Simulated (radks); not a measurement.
Task: These are the eigenvalues of the occupied orbitals of an atom or ion with whole-number occupations (eV). Calculated with a radial shooting solver on a logarithmic mesh with Libxc functionals: scalar-relativistic Kohn-Sham, LDA (Slater exchange, Perdew-Wang correlation), spin-polarised, spherical densities, point nucleus.

orbital  eigenvalue
1s up     -67634.75
1s down   -67626.56
2s up     -14999.20
2s down   -14991.91
2p up     -13745.27
2p down   -13736.57
3s up     -6036.938
3s down   -6012.852
3p up     -5663.550
7s up     -976.0253

Which element is it, and in what charge state? The configuration may be excited. Open shells, if any, are filled with parallel spins first.

Result: Z = 71, lutetium, charge +56: Lu56+ in [Ne] 3s2 3p2 7s1. The list shows which subshells hold electrons but not how many an open one holds; the 1s level, -2485.5 hartree, gives Z - s = 70.5 by -(Z - s)^2/2, which with screening and relativity narrows Z to a few neighbours, and the depths of the outer levels then fix element, charge and occupations together.
